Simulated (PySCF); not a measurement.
**Radial density of O (oxygen, neutral)**

UHF, [He] 2s2 2p3 3d1, high-spin 5D determinant (an excited configuration). All numbers are calculated (PySCF 2.14, the spin-free X2C one-electron Hamiltonian (Gaussian nucleus), in aug-cc-pCVTZ-DK with one added diffuse shell each of s, p, d, f type (8s7p5d3f, 75 functions)).

```
r (bohr)  4πr²ρ (e/bohr)  4πr²(ρα − ρβ)
 0.00366         0.05223         0.0000
 0.00615          0.1412         0.0001
  0.0103          0.3667         0.0003
  0.0174          0.9185         0.0007
  0.0293           2.136         0.0020
  0.0493           4.387         0.0060
  0.0828           7.282         0.0239
   0.139           8.539         0.1133
   0.234           5.865         0.4570
   0.394           3.065         1.4027
   0.663           4.156         2.5300
    1.12           3.693         2.0827
    1.88          0.9681         0.5616
    3.16          0.1841         0.1669
    5.31          0.2750         0.2750
    8.93        0.004191         0.0042
```

Densities and radii are taken from the X2C orbitals without a picture-change correction, which distorts them close to the nucleus.

The outer electron is Rydberg-like, and this basis confines it to a smaller radius and binds it less than a complete one would. At UHF the highest occupied level has a positive energy, so only the finite basis holds that electron; for this excited configuration the basis is too tight for the outer shell.
